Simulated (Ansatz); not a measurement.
Species: C₈H₂₀Si, SMILES `CC[Si](CC)(CC)CC` (charge 0, multiplicity 1).

Give a relaxed geometry from PBE-D3(BJ)/def2-SVP (Ansatz, a program for electronic structure).

One answer among several that fit: the end point of this relaxation, one of several conformers (outside a Z-matrix the atoms follow the SMILES, hydrogens last).
Cartesian coordinates (Å) in one orientation:
```xyz
29

C     -0.153     0.125     2.899
C     -0.744    -0.565     1.661
Si     0.000     0.000     0.000
C     -0.185     1.888    -0.178
C     -1.624     2.408    -0.059
C      1.848    -0.461    -0.053
C      2.553    -0.143    -1.380
C     -0.920    -0.862    -1.429
C     -0.775    -2.390    -1.459
H     -0.306     1.224     2.865
H     -0.611    -0.239     3.842
H      0.940    -0.045     2.981
H     -0.614    -1.668     1.736
H     -1.843    -0.401     1.616
H      0.463     2.368     0.589
H      0.252     2.184    -1.158
H     -1.684     3.511    -0.175
H     -2.069     2.160     0.927
H     -2.286     1.963    -0.831
H      2.356     0.062     0.787
H      1.936    -1.546     0.179
H      2.088    -0.686    -2.230
H      2.502     0.939    -1.623
H      3.627    -0.423    -1.363
H     -0.556    -0.421    -2.384
H     -1.994    -0.578    -1.365
H      0.287    -2.698    -1.563
H     -1.331    -2.849    -2.303
H     -1.156    -2.857    -0.527
```
